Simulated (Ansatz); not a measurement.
Pulling on the Al1–Cl4 bond in AlClFH (SMILES [F][AlH][Cl]) (multiplicity 1 held, fragments rigid). Energies count from the point at 2.087 Å.
Geometry at that point (charge 0, multiplicity 1):
```tsv
atom	x (Å)	y (Å)	z (Å)
Al	-0.5612	0.1772	-0.4707
H	-1.7558	-0.3699	-1.3032
F	-0.2159	1.7862	-0.4960
Cl	0.6468	-1.0594	0.6992
```

R- and RO- levels are restricted; in cc, def2 and unpolarised 6-31G sets they are followed outwards from rest. Unrestricted levels (U-) break spin symmetry where that is lower. Active spaces are followed from a long bond inwards. Levels need not reach the same state.

Correlated levels freeze the cores.

Codes used: Ansatz (a program for electronic structure). Each number belongs to the level named beside it.

Energies in kcal/mol.

```json
[
 {"R (Å)": "1.670", "U-SCS-MP2/cc-pV(D+d)Z": "70.0", "R-CCSD(T)/cc-pV(D+d)Z": "70.1", "SC-NEVPT2 on CASSCF(6,4)/cc-pV(D+d)Z": "68.7", "FIC-MRCISD+Q on CASSCF(6,4)/cc-pV(D+d)Z": "69.7"},
 {"R (Å)": "1.879", "U-SCS-MP2/cc-pV(D+d)Z": "13.0", "R-CCSD(T)/cc-pV(D+d)Z": "13.0", "SC-NEVPT2 on CASSCF(6,4)/cc-pV(D+d)Z": "12.1", "FIC-MRCISD+Q on CASSCF(6,4)/cc-pV(D+d)Z": "12.8"},
 {"R (Å)": "2.087", "U-SCS-MP2/cc-pV(D+d)Z": "0.0", "R-CCSD(T)/cc-pV(D+d)Z": "0.0", "SC-NEVPT2 on CASSCF(6,4)/cc-pV(D+d)Z": "0.0", "FIC-MRCISD+Q on CASSCF(6,4)/cc-pV(D+d)Z": "0.0"},
 {"R (Å)": "2.296", "U-SCS-MP2/cc-pV(D+d)Z": "6.1", "R-CCSD(T)/cc-pV(D+d)Z": "6.0", "SC-NEVPT2 on CASSCF(6,4)/cc-pV(D+d)Z": "6.4", "FIC-MRCISD+Q on CASSCF(6,4)/cc-pV(D+d)Z": "6.0"},
 {"R (Å)": "2.505", "U-SCS-MP2/cc-pV(D+d)Z": "19.8", "R-CCSD(T)/cc-pV(D+d)Z": "19.6", "SC-NEVPT2 on CASSCF(6,4)/cc-pV(D+d)Z": "18.4", "FIC-MRCISD+Q on CASSCF(6,4)/cc-pV(D+d)Z": "19.6"},
 {"R (Å)": "2.818", "U-SCS-MP2/cc-pV(D+d)Z": "44.0", "R-CCSD(T)/cc-pV(D+d)Z": "43.4", "SC-NEVPT2 on CASSCF(6,4)/cc-pV(D+d)Z": "41.5", "FIC-MRCISD+Q on CASSCF(6,4)/cc-pV(D+d)Z": "43.4"},
 {"R (Å)": "3.131", "U-SCS-MP2/cc-pV(D+d)Z": "69.1", "R-CCSD(T)/cc-pV(D+d)Z": "65.4", "SC-NEVPT2 on CASSCF(6,4)/cc-pV(D+d)Z": "63.8", "FIC-MRCISD+Q on CASSCF(6,4)/cc-pV(D+d)Z": "65.3"},
 {"R (Å)": "3.653", "U-SCS-MP2/cc-pV(D+d)Z": "103.3", "R-CCSD(T)/cc-pV(D+d)Z": "92.5", "SC-NEVPT2 on CASSCF(6,4)/cc-pV(D+d)Z": "92.0", "FIC-MRCISD+Q on CASSCF(6,4)/cc-pV(D+d)Z": "92.2"},
 {"R (Å)": "4.175", "U-SCS-MP2/cc-pV(D+d)Z": "111.1", "R-CCSD(T)/cc-pV(D+d)Z": "104.3", "SC-NEVPT2 on CASSCF(6,4)/cc-pV(D+d)Z": "107.0", "FIC-MRCISD+Q on CASSCF(6,4)/cc-pV(D+d)Z": "105.9"},
 {"R (Å)": "4.801", "U-SCS-MP2/cc-pV(D+d)Z": "113.1", "R-CCSD(T)/cc-pV(D+d)Z": "92.1", "SC-NEVPT2 on CASSCF(6,4)/cc-pV(D+d)Z": "112.5", "FIC-MRCISD+Q on CASSCF(6,4)/cc-pV(D+d)Z": "110.7"},
 {"R (Å)": "5.636", "U-SCS-MP2/cc-pV(D+d)Z": "113.6", "R-CCSD(T)/cc-pV(D+d)Z": "57.7", "SC-NEVPT2 on CASSCF(6,4)/cc-pV(D+d)Z": "113.0", "FIC-MRCISD+Q on CASSCF(6,4)/cc-pV(D+d)Z": "111.8"},
 {"R (Å)": "6.679", "U-SCS-MP2/cc-pV(D+d)Z": "113.6", "R-CCSD(T)/cc-pV(D+d)Z": "41.6", "SC-NEVPT2 on CASSCF(6,4)/cc-pV(D+d)Z": "112.3", "FIC-MRCISD+Q on CASSCF(6,4)/cc-pV(D+d)Z": "111.9"}
]
```

Doubts at one or more of the structures used: a spin-contaminated determinant (U-SCS-MP2/cc-pV(D+d)Z); a restricted determinant that unrestricted orbitals would lower (R-CCSD(T)/cc-pV(D+d)Z); T1 above 0.05 (R-CCSD(T)/cc-pV(D+d)Z); other coupled-cluster roots lie near (R-CCSD(T)/cc-pV(D+d)Z); active orbitals that take no part (SC-NEVPT2 on CASSCF(6,4)/cc-pV(D+d)Z, FIC-MRCISD+Q on CASSCF(6,4)/cc-pV(D+d)Z).
